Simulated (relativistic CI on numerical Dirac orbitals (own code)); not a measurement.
# Energy levels of Eu²²⁺

Calculated at this level of theory: Dirac-Coulomb-Breit CI, KLI orbitals optimised for each configuration, model QED, unscaled Slater integrals (own radial code, finite nucleus).

CI space (outside the closed core [Ar] 3d10): 4s2.4p6.4d5, 4s2.4p5.4d6, 4s2.4p6.4d4.4f, 4s.4p6.4d5.4f, 4p6.4d7, 4p5.4d8, 4s2.4p6.4d3.5s2, 4s2.4p6.4d2.4f.5s2, 4s.4p6.4d3.4f.5s2. Double excitations out of closed p, d and f shells are left out; levels of such configurations are missing from the list, as are those of other unlisted configurations, and high levels can miss mixing partners.

The lowest level is 4s2.4p6.4d5 6S_5/2, with 61 % of that term; Hund's rules for 4s2.4p6.4d5 give 6S with J = 5/2, in agreement.

```csv
No.,Configuration,Term,J,E (eV),%,Landé g,Lifetime (s)
1,4s2.4p6.4d5,6S,5/2,0.000,61,1.781,
2,4s2.4p6.4d5,2F,5/2,5.478,26,1.114,5.61e-04
3,4s2.4p6.4d5,4G,7/2,8.756,50,1.125,1.19e-03
4,4s2.4p6.4d5,4D,3/2,9.102,43,1.304,2.61e-04
5,4s2.4p6.4d5,4G,11/2,9.310,58,1.171,
6,4s2.4p6.4d5,4G,9/2,10.156,64,1.160,2.81e-02
7,4s2.4p6.4d5,4D,5/2,10.271,34,1.112,4.71e-04
8,4s2.4p6.4d5,4P,1/2,11.003,60,1.841,6.89e-03
9,4s2.4p6.4d5,4D,7/2,12.766,29,1.186,1.49e-03
10,4s2.4p6.4d5,2D,5/2,13.389,37,1.226,2.26e-04
11,4s2.4p6.4d5,4D,7/2,14.741,33,1.177,5.70e-04
12,4s2.4p6.4d5,2I,11/2,14.856,61,1.044,6.16e-04
13,4s2.4p6.4d5,2D,3/2,15.288,51,0.855,9.41e-04
14,4s2.4p6.4d5,4D,1/2,15.708,72,0.703,3.54e-04
15,4s2.4p6.4d5,2G,9/2,15.843,45,1.150,6.53e-04
16,4s2.4p6.4d5,4P,3/2,16.333,49,1.150,1.44e-04
17,4s2.4p6.4d5,2I,13/2,16.460,100,1.075,2.95e-03
18,4s2.4p6.4d5,2F,5/2,17.300,36,1.017,2.41e-04
19,4s2.4p6.4d5,2H,9/2,18.907,53,1.104,1.97e-04
20,4s2.4p6.4d5,2G,7/2,19.767,60,0.998,7.91e-04
21,4s2.4p6.4d5,4F,5/2,19.780,48,1.043,1.88e-04
22,4s2.4p6.4d5,2D,3/2,21.250,75,0.772,4.27e-04
23,4s2.4p6.4d5,2F,5/2,21.490,35,1.172,9.74e-05
24,4s2.4p6.4d5,2F,7/2,21.742,56,1.069,2.64e-04
25,4s2.4p6.4d5,2S,1/2,22.340,66,1.890,1.89e-04
26,4s2.4p6.4d5,2G,9/2,23.649,55,1.102,3.77e-04
27,4s2.4p6.4d5,4F,7/2,23.739,40,1.192,1.36e-04
28,4s2.4p6.4d5,2H,11/2,24.355,64,1.065,1.38e-04
29,4s2.4p6.4d5,2D,3/2,25.499,65,0.860,9.76e-05
30,4s2.4p6.4d5,2D,5/2,27.112,66,1.121,1.14e-04
31,4s2.4p6.4d5,2G,9/2,27.891,88,1.110,2.05e-04
32,4s2.4p6.4d5,2D,5/2,28.736,53,1.100,1.46e-04
33,4s2.4p6.4d5,2G,7/2,29.523,75,0.952,1.71e-04
34,4s2.4p6.4d5,2P,3/2,30.091,79,1.216,2.93e-04
35,4s2.4p6.4d5,2P,1/2,33.462,81,0.893,1.41e-04
36,4s2.4p6.4d5,2D,5/2,35.997,83,1.181,6.65e-05
37,4s2.4p6.4d5,2D,3/2,37.133,78,0.893,8.94e-05
38,4p5.4d6(5D),6F°,11/2,118.165,75,1.402,1.59e-09
39,4p5.4d6(3P),4D°,7/2,121.615,37,1.418,8.46e-11
40,4p5.4d6(3P),4P°,5/2,121.753,44,1.439,6.17e-10
41,4p5.4d6(5D),6D°,9/2,122.186,53,1.424,2.02e-09
42,4p5.4d6(5D),6F°,9/2,123.764,64,1.381,3.78e-10
43,4p5.4d6(5D),6P°,5/2,124.970,38,1.617,2.85e-11
44,4p5.4d6(5D),6P°,3/2,125.298,42,2.093,2.75e-11
45,4p5.4d6(5D),4P°,1/2,125.567,25,1.863,6.68e-10
46,4p5.4d6(5D),4F°,7/2,126.161,23,1.439,6.90e-11
47,4p5.4d6(3F),4G°,11/2,126.312,29,1.202,5.75e-10
48,4p5.4d6(3H),4H°,13/2,127.007,75,1.198,2.88e-10
49,4p5.4d6(5D),4P°,3/2,127.238,36,1.685,6.94e-11
50,4p5.4d6(5D),4F°,5/2,127.423,22,1.309,9.99e-11
51,4p5.4d6(5D),4D°,7/2,127.973,19,1.276,6.33e-11
52,4p5.4d6(3G),4F°,3/2,128.815,38,0.816,1.40e-10
53,4p5.4d6(3G),2F°,7/2,128.967,34,1.143,1.94e-10
54,4p5.4d6(3H),4H°,9/2,129.082,30,1.108,8.54e-11
55,4p5.4d6(3P),2P°,1/2,129.454,27,1.281,3.05e-10
56,4p5.4d6(3H),4G°,5/2,130.400,17,1.062,3.05e-11
57,4p5.4d6(3H),4I°,15/2,130.605,85,1.180,1.38e-09
58,4p5.4d6(3F),4D°,3/2,131.114,34,1.135,6.08e-11
59,4p5.4d6(3H),4H°,11/2,131.123,40,1.134,6.79e-11
60,4s2.4p5.4d6,2G°,9/2,131.346,27,1.126,9.09e-11
61,4p5.4d6(3F),4F°,5/2,131.502,29,1.065,3.70e-11
62,4p5.4d6(3P),4D°,7/2,131.566,33,1.256,1.13e-10
63,4p5.4d6(3G),4H°,13/2,132.453,44,1.142,1.06e-10
64,4p5.4d6(5D),4D°,5/2,132.675,32,1.238,4.88e-11
65,4p5.4d6(3P),4D°,7/2,132.683,26,1.186,8.14e-11
66,4p5.4d6(3D),4D°,3/2,132.976,30,1.117,3.30e-11
67,4p5.4d6(3H),2G°,9/2,133.250,29,1.143,4.49e-11
68,4p5.4d6(3G),4G°,7/2,133.920,22,1.163,3.73e-11
69,4p5.4d6(3F),4F°,7/2,133.993,33,1.124,3.71e-11
70,4p5.4d6(3D),4P°,1/2,134.029,62,2.346,3.07e-11
```

Energies count from the lowest computed level; ° marks odd parity; lifetimes are radiative, by E1, M1, E2, M2, E3 decay to levels of this space only; some are left blank where a channel outside the calculation adds to the decay or the decay crosses a small, uncertain gap. Percentages are summed over parent terms; the parents shown are those of the largest component, closed shells are left out there.

The mean weight of the leading LS term, summed over parents, in these 70 levels is 48 %, and that of the leading jj configuration (from the same eigenvectors) 68 %, so jj coupling describes them better and the LS labels are nominal.

At this charge energies of transitions that change n are usually good to better than 1 %, and those within a shell (Δn = 0) to a few per cent. Terms inside the open d or f shell come out 10 to 20 % too wide with unscaled integrals.

LS names give the leading component of a level, which can be under half, so a name can repeat, a term be missing and a line seem to break the LS rules.
